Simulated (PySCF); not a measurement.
C7H13P.
Cartesian coordinates in Å at the GFN2-xTB level; atoms count from 1:
```xyz
21
C7H13P angstrom
C      3.483   -0.003    1.073
C      2.913   -0.926    0.038
C      1.900   -0.650   -0.728
P      0.752   -0.248   -1.824
C     -0.795   -0.790   -0.891
C     -1.361    0.314    0.004
C     -1.789    1.517   -0.830
C     -2.542   -0.225    0.809
H      2.940    0.939    1.094
H      4.531    0.197    0.850
H      3.432   -0.467    2.058
H      3.395   -1.898   -0.028
H     -1.543   -1.078   -1.636
H     -0.549   -1.673   -0.297
H     -0.576    0.629    0.702
H     -2.179    2.307   -0.193
H     -2.564    1.230   -1.538
H     -0.941    1.914   -1.389
H     -2.238   -1.068    1.425
H     -3.336   -0.554    0.142
H     -2.942    0.549    1.461
```

IAO charges (e) from the PBE0/pcSseg-1 density (PySCF), one withheld:

| atom | bonded to | charge |
| --- | --- | --- |
| C1 | C2 H9 H10 H11 | -0.4164 |
| C2 | C1 C3 H12 | -0.1596 |
| C3 | C2 P4 | -0.2759 |
| P4 | C3 C5 | +0.3302 |
| C5 | P4 C6 H13 H14 | -0.4213 |
| C6 | C5 C7 C8 H15 | ? |
| C7 | C6 H16 H17 H18 | -0.4195 |
| C8 | C6 H19 H20 H21 | -0.4159 |
| H9 | C1 | +0.1550 |
| H10 | C1 | +0.1553 |
| H11 | C1 | +0.1540 |
| H12 | C2 | +0.1656 |
| H13 | C5 | +0.1384 |
| H14 | C5 | +0.1463 |
| H15 | C6 | +0.1281 |
| H16 | C7 | +0.1388 |
| H17 | C7 | +0.1330 |
| H18 | C7 | +0.1389 |
| H19 | C8 | +0.1372 |
| H20 | C8 | +0.1336 |
| H21 | C8 | +0.1381 |

(1) What is the charge on C6?

(2) Add each hydrogen's charge to the atom that carries it.

(3) Across which bond do the charges differ most?

(4) Take the bonds between elements whose Pauling electronegativities differ by more than 0.25. In how many does the more electronegative atom carry the lower charge?

(5) How much positive and how much negative charge does this set hold in all?

Results:

(1) The charges add up to the total charge, 0. The others sum to +0.0839, which leaves -0.0839 e for C6 (sp3 CH carbon); the computed value is -0.0840, the difference coming from rounding.

(2) C1 +0.0479, C2 +0.0060, C5 -0.1366, C6 +0.0441, C7 -0.0088, C8 -0.0070. Atoms without hydrogen keep their charges.

(3) P4–C5: +0.3302 on P4 against -0.4213 on C5, a difference of 0.7515 e. The lower charge is on the more electronegative element of the two (Pauling values: C 2.55, P 2.19).

(4) In 15 of 15.

(5) +2.1925 e on 14 atoms and -2.1926 e on 7.

The IAO scheme counts the electrons in orthogonalised intrinsic atomic orbitals, a minimal basis polarised so that it spans the occupied orbitals exactly. The structure is a single GFN2-xTB conformer in the gas phase; no vibrational or solvent corrections.
